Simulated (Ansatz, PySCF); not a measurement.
ReF₅, SMILES [F][Re]([F])([F])([F])[F] (connectivity only; charge and spin as stated), neutral, multiplicity 3. Atoms are numbered in the order given.

```xyz
6

Re     0.0000     0.0000     0.0000
F      1.8175     0.0000     0.0000
F      0.0000     0.0000     1.8933
F      0.0000     0.0000    -1.8933
F     -0.9088    -1.5740     0.0000
F     -0.9088     1.5740     0.0000
```
Charge 0, spin multiplicity 3.

Coordinates come from a PBE0-D3(BJ)/def2-SVP optimisation. The spin state was assumed, not searched. The def2 effective core potentials stand for the cores of Re; spin–orbit coupling is left out.

Two levels are set side by side: PBE-D3(BJ)/def2-SVP (Ansatz, a quantum-chemistry and plane-wave program) and PBE0-D3(BJ)/def2-SVP (Ansatz). Each level has its own optimised geometry; the coordinates shown are those of the second. Frequencies come from the Hessian of PySCF at each geometry. Differences are taken from unrounded values.

| quantity | PBE0-D3(BJ) |
|---|---|
| mean bond length (Å) | 1.848 |
| bond Re1–F2 (Å) | 1.817 |
| bond Re1–F3 (Å) | 1.893 |
| bond Re1–F4 (Å) | 1.893 |
| bond Re1–F5 (Å) | 1.817 |
| bond Re1–F6 (Å) | 1.817 |
| highest harmonic wavenumber (cm⁻¹) | 764 |
| mean harmonic wavenumber (cm⁻¹) | 413 |
| zero-point energy (kcal/mol) | 7.09 |

### Question
What does PBE-D3(BJ) give, and how far is it from PBE0-D3(BJ)? (The exact figures need the calculation; the answer reports its results.)

### Answer

```csv
quantity,PBE-D3(BJ),PBE-D3(BJ) minus PBE0-D3(BJ)
mean bond length (Å),1.870,0.022
bond Re1–F2 (Å),1.839,0.021
bond Re1–F3 (Å),1.916,0.023
bond Re1–F4 (Å),1.916,0.023
bond Re1–F5 (Å),1.839,0.021
bond Re1–F6 (Å),1.839,0.021
highest harmonic wavenumber (cm⁻¹),729,-35
mean harmonic wavenumber (cm⁻¹),389,-25
zero-point energy (kcal/mol),6.67,-0.42
```

Exact exchange shortens and stiffens bonds; PBE has none. Differences between two approximate levels are no errors against the true value.
